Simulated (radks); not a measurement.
The numbers below are computed, except where a source is named.
Problem. The terbium ion Tb3+, 62 electrons, occupied as [Xe] 4f8. Code: a radial shooting solver on a logarithmic mesh with Libxc functionals. Model: scalar-relativistic Kohn-Sham, r2SCAN, spin-polarised, spherical densities, finite nucleus; open shells are filled with parallel spins first (spin-orbit coupling, left out, can overturn this in heavy ions); meta-GGA in the generalised Kohn-Sham scheme; Fermi nuclear charge, rms radius 5.06 fm. Some entries of the table are withheld. Estimate them.

orbital,occ.,eigenvalue (hartree),<r> (bohr)
1s up,1,-1909.509,0.02151
1s down,1,-1909.509,0.02151
2s down,1,-318.3154,0.09148
2s up,1,-318.3151,0.09148
2p up,3,-282.8586,0.08090
2p down,3,-282.8583,0.08089
3s up,1,-71.87860,0.2391
3s down,1,-71.76679,0.2389
3p up,3,-60.88729,0.2380
3p down,3,-60.77540,0.2377
3d up,5,-46.55007,0.2167
3d down,5,-46.46345,0.2164
4s up,1,-15.43847,0.5412
4s down,1,-15.18107,0.5413
4p up,3,-11.79782,0.5728
4p down,3,-11.54022,0.5730
4d up,5,-6.77933,(1)
4d down,5,-6.52091,(2)
5s up,1,(3),1.292
5s down,1,(4),1.320
5p up,3,-2.00190,1.485
5p down,3,-1.91917,1.521
4f up,7,-1.33617,(5)
4f down,1,-1.10251,(6)

Solution. 
(1) 4d up <r> (bohr): 0.6216
(2) 4d down <r> (bohr): 0.6229
(3) 5s up eigenvalue (hartree): -2.90885
(4) 5s down eigenvalue (hartree): -2.79038
(5) 4f up <r> (bohr): 0.8125
(6) 4f down <r> (bohr): 0.8547
